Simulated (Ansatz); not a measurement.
Reactions of Cl$_{2}$H$_{6}$InNSi$_{2}$ (`[SiH3][N]([SiH3])[In]([Cl])[Cl]`).

Isolated molecules relaxed with PBE0-D4/def2-TZVP in Ansatz; ΔE leaves out vibrations. CCSD(T)/CBS is the MP2 limit (def2-TZVPP, def2-QZVPP) plus CCSD(T) − MP2 in def2-TZVPP, frozen cores. This one scheme is used for every species, atoms too. Functionals use def2-TZVPP. B3LYP here is the variant with VWN-RPA as its local correlation; programs differ in this. No spin–orbit coupling; open shells (•) take unrestricted orbitals. Spin–orbit coupling would lower the free atoms: a little for Cl, Si; strongly for In. Elements past krypton have def2 core potentials. For Br, Ga, I, In, Mg outer-core shells are correlated without core-valence functions, so the limit isn't a true one: a few kJ/mol of doubt a bond, and 10 to 20 or more in all where bonds break to atoms. Scalar relativity is left out up to krypton. Each species was taken in one conformer, which may not be the lowest.

```
                                                                                                         reaction  CCSD(T)/CBS(def2) (eV)
                          `[SiH3][N]([SiH3])[In]([Cl])[Cl]` + `N=C=O` → `O=C=[N][In]([Cl])[Cl]` + `[SiH3]N[SiH3]`                   -0.22
                                 `[SiH3][N]([SiH3])[In]([Cl])[Cl]` + H–F → `[F][In]([Cl])[N]([SiH3])[SiH3]` + HCl                    0.65
                             `[SiH3][N]([SiH3])[In]([Cl])[Cl]` + CH₃NH₂ → `C[NH][In]([Cl])[Cl]` + `[SiH3]N[SiH3]`                    0.20
                  `[SiH3][N]([SiH3])[In]([Cl])[Cl]` + `Cl[Si]Br` → `[Cl][In]([Cl])[Br]` + `[SiH3]N([SiH3])[Si]Cl`                   -0.84
                                              `[SiH3][N]([SiH3])[In]([Cl])[Cl]` → 2 Cl• + 6 H• + In• + N• + 2 Si•                       ?
`[SiH3][N]([SiH3])[In]([Cl])[Cl]` + `[OH][Mg][O][SiH3]` → `[OH][In]([Cl])[Cl]` + `[SiH3][O][Mg][N]([SiH3])[SiH3]`                    0.29
                               `[SiH3][N]([SiH3])[In]([Cl])[Cl]` + CH₃OH → `C[O][In]([Cl])[Cl]` + `[SiH3]N[SiH3]`                       ?
    `[SiH3][N]([SiH3])[In]([Cl])[Cl]` + `[F][Ga]([F])[F]` → `[F][In]([Cl])[N]([SiH3])[SiH3]` + `[F][Ga]([F])[Cl]`                       ?
                                   `[SiH3][N]([SiH3])[In]([Cl])[Cl]` + HI → `[Cl][In]([Cl])[I]` + `[SiH3]N[SiH3]`                   -1.14
                         `[SiH3][N]([SiH3])[In]([Cl])[Cl]` + `CNBF` → `C[NH][In]([Cl])[Cl]` + `FBN([SiH3])[SiH3]`                    0.37
```

Problem. Fill in the missing values. (Estimate.)

Solution. Computed: `[SiH3][N]([SiH3])[In]([Cl])[Cl]` → 2 Cl• + 6 H• + In• + N• + 2 Si•: +37.25 eV; `[SiH3][N]([SiH3])[In]([Cl])[Cl]` + CH₃OH → `C[O][In]([Cl])[Cl]` + `[SiH3]N[SiH3]`: +0.14 eV; `[SiH3][N]([SiH3])[In]([Cl])[Cl]` + `[F][Ga]([F])[F]` → `[F][In]([Cl])[N]([SiH3])[SiH3]` + `[F][Ga]([F])[Cl]`: +0.21 eV.

Largest T1 diagnostic: 0.018, for `N=C=O`.
